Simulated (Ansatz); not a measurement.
Ideal-gas functions of `[Br][GaH][Br]` at 600 K and 1 bar, from an Ansatz frequency run at PBE0-D4/def2-TZVP.

Molar mass 230.54 g/mol, point group C2v (symmetry number 2), electronic degeneracy 1, moments of inertia 76.3, 594.088, 670.388 u Å². Harmonic wavenumbers (cm⁻¹, unscaled): 92, 286, 336, 426, 595, 2047.

Use S(trans) = R[1.5 ln M + 2.5 ln T − 1.1517]; rotational temperatures θ = 24.2544 K / I; S(rot) = R[ln(√π/σ · √(T³/θAθBθC)) + 1.5]; for each mode x = 1.438777 ν̃/T, S = R[x/(eˣ − 1) − ln(1 − e⁻ˣ)] and H = RT x/(eˣ − 1); 1 cm⁻¹ = 0.0119627 kJ/mol; R = 8.31446 J/(mol·K).

Question: By hand: the entropy, in J/(mol·K).

Answer: Translation 191.2. Rotation: θ = 0.3179, 0.0408, 0.0362 K, giving 123.1. Vibration, mode by mode: 20.90, 11.61, 10.33, 8.49, 6.03, 0.37, in all 57.7. Electronic 0.0. Sum 372.0 J/(mol·K).

Question: By hand: H − E and G − E in kJ/mol, counted from the electronic energy.

Answer: Zero-point energy ½ × 3782 × 0.0119627 = 22.6; thermal vibration 16.5; translation, rotation and pV give 4 RT = 20.0. H − E = 59.1 kJ/mol, and G − E = 59.1 − 600 × 372.0/1000 = -164.1 kJ/mol.

Vibration gives 16 % of the entropy, 20.9 J/(mol·K) of it from the mode under 150 cm⁻¹: soft modes count most, and the harmonic formula is weakest for them.
